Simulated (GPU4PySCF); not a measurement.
perylene diimide (C24H10N2O4), SMILES c1cc2c3c4c(c5c2c2c(C(=O)NC(=O)c21)cc5)ccc1c4c(cc3)C(NC1=O)=O. Atoms are numbered in the order given.

```xyz
40

O      5.7062    -2.1980     0.6116
C      5.0473    -1.2666     0.2108
N      5.6483    -0.1598    -0.3769
C      5.0379     0.9813    -0.8838
O      5.6892     1.8757    -1.3718
C      3.5522     1.0057    -0.7761
C      2.8614     2.0956    -1.2517
C      1.4602     2.1404    -1.1607
C      0.7333     1.1037    -0.5969
C     -0.7433     1.1455    -0.4983
C     -1.4786     2.2240    -0.9645
C     -2.8797     2.2580    -0.8683
C     -3.5618     1.2071    -0.3013
C     -2.8507     0.0807     0.1903
C     -3.5521    -1.0058     0.7763
C     -2.8612    -2.0957     1.2518
C     -1.4600    -2.1409     1.1610
C     -0.7338    -1.1037     0.5970
C      0.7428    -1.1455     0.4984
C      1.4785    -2.2237     0.9644
C      2.8797    -2.2581     0.8683
C      3.5615    -1.2070     0.3013
C      2.8503    -0.0807    -0.1903
C      1.4328    -0.0406    -0.0956
C     -1.4333     0.0406     0.0957
C     -5.0376    -0.9813     0.8838
O     -5.6883    -1.8760     1.3720
N     -5.6480     0.1599     0.3769
C     -5.0477     1.2670    -0.2109
O     -5.7067     2.1983    -0.6117
H      6.6618    -0.1885    -0.4445
H      3.4236     2.9163    -1.6969
H      0.9524     3.0202    -1.5485
H     -0.9779     3.0752    -1.4197
H     -3.4490     3.1108    -1.2379
H     -3.4235    -2.9163     1.6970
H     -0.9520    -3.0207     1.5488
H      0.9780    -3.0750     1.4195
H      3.4489    -3.1108     1.2379
H     -6.6614     0.1883     0.4446
```

Geometry optimised at ωB97M-D3(BJ)/def2-SVP.

Two levels are set side by side: PBE-D3(BJ)/def2-SVP (GPU4PySCF) and ωB97M-D3(BJ)/def2-SVP (GPU4PySCF). Each level has its own optimised geometry; the coordinates shown are those of the second. Frequencies come from the Hessian of GPU4PySCF at each geometry. Differences are taken from unrounded values.

```tsv
quantity	ωB97M-D3(BJ)
mean bond length (Å)	1.325
bond O1–C2 (Å)	1.209
bond C2–N3 (Å)	1.390
bond C2–C22 (Å)	1.490
bond N3–C4 (Å)	1.390
bond C4–O5 (Å)	1.209
bond C4–C6 (Å)	1.490
bond C6–C7 (Å)	1.375
bond C6–C23 (Å)	1.420
bond C7–C8 (Å)	1.405
bond C8–C9 (Å)	1.386
bond C9–C10 (Å)	1.480
bond C9–C24 (Å)	1.432
bond C10–C11 (Å)	1.386
bond C10–C25 (Å)	1.432
bond C11–C12 (Å)	1.405
bond C12–C13 (Å)	1.375
highest harmonic wavenumber (cm⁻¹)	3624
mean harmonic wavenumber (cm⁻¹)	1123
zero-point energy (kcal/mol)	183.06
```

Problem. What does PBE-D3(BJ) give, and how far is it from ωB97M-D3(BJ)? (The exact figures need the calculation; the answer reports its results.)

Solution. 
```csv
quantity,PBE-D3(BJ),PBE-D3(BJ) minus ωB97M-D3(BJ)
mean bond length (Å),1.334,0.009
bond O1–C2 (Å),1.226,0.017
bond C2–N3 (Å),1.399,0.009
bond C2–C22 (Å),1.488,-0.002
bond N3–C4 (Å),1.399,0.009
bond C4–O5 (Å),1.226,0.017
bond C4–C6 (Å),1.488,-0.002
bond C6–C7 (Å),1.395,0.019
bond C6–C23 (Å),1.425,0.006
bond C7–C8 (Å),1.403,-0.002
bond C8–C9 (Å),1.407,0.021
bond C9–C10 (Å),1.469,-0.011
bond C9–C24 (Å),1.437,0.005
bond C10–C11 (Å),1.407,0.021
bond C10–C25 (Å),1.437,0.005
bond C11–C12 (Å),1.403,-0.002
bond C12–C13 (Å),1.395,0.019
highest harmonic wavenumber (cm⁻¹),3496,-128
mean harmonic wavenumber (cm⁻¹),1082,-41
zero-point energy (kcal/mol),176.40,-6.66
```

Exact exchange shortens and stiffens bonds; PBE has none. Differences between two approximate levels are no errors against the true value.
